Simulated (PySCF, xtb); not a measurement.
C3H6O2Si, SMILES O[Si](O)(C#C)C. Other conformers were not sampled.

Harmonic wavenumbers (cm⁻¹) from GFN2-xTB (xtb) at its own minimum, in rising order: 80, 107, 121, 164, 200, 220, 248, 293, 315, 326, 615, 679, 680, 734, 774, 790, 822, 858, 882, 916, 1385, 1486, 1493, 2222, 3036, 3048, 3066, 3356, 3672, 3680.

**Question.** What does B3LYP-D3(BJ)/def2-SVP in PySCF give at its own minimum? (Estimate from the structure and the level; the computed values follow.)

**Answer.** 120, 132, 146, 208, 232, 268, 274, 353, 388, 399, 589, 712, 743, 746, 763, 774, 808, 881, 900, 941, 1281, 1428, 1433, 2157, 3034, 3124, 3134, 3456, 3866, 3869. Paired by order, the mean absolute difference is 53 cm⁻¹ and the zero-point energies are 51.8 and 53.1 kcal/mol.
